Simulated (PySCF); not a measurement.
C4H4, SMILES C12C3C1C23.

The structure is a stationary point at PBE0-D3(BJ)/def2-SVP.

The numbers are results of PySCF with TDA-PBE/def2-SVPD, not measurements.

Vertical excitations; the highest root listed may be one member of a degenerate set. Isolated molecule, no solvent. State labels are in the subgroup D2.

```
state  symmetry  energy (eV)  λ (nm)      f                                   main pairs
-----  --------  -----------  ------  -----  -------------------------------------------
S1            A         6.29     197  0.000                   HOMO→LUMO (degenerate set)
S2            A         6.29     197  0.000                 HOMO−1→LUMO (degenerate set)
S3           B1         6.41     194  0.000  HOMO−1→LUMO+1, HOMO→LUMO+1 (degenerate set)
S4           B2         6.41     194  0.000                 HOMO→LUMO+2 (degenerate set)
S5           B3         6.41     194  0.000  HOMO−1→LUMO+3, HOMO→LUMO+3 (degenerate set)
S6           B2         6.49     191  0.047               HOMO−1→LUMO+2 (degenerate set)
S7           B1         6.49     191  0.047  HOMO→LUMO+1, HOMO−1→LUMO+1 (degenerate set)
S8           B3         6.49     191  0.047  HOMO→LUMO+3, HOMO−1→LUMO+3 (degenerate set)
S9            A         7.93     156  0.000                 HOMO→LUMO+4 (degenerate set)
S10           A         7.93     156  0.000               HOMO−1→LUMO+4 (degenerate set)
T1            A         6.19     200      0                   HOMO→LUMO (degenerate set)
T2            A         6.19     200      0                 HOMO−1→LUMO (degenerate set)
T3           B2         6.22     199      0               HOMO−1→LUMO+2 (degenerate set)
T4           B1         6.22     199      0  HOMO→LUMO+1, HOMO−1→LUMO+1 (degenerate set)
```
Triplets are in the Tamm–Dancoff approximation.
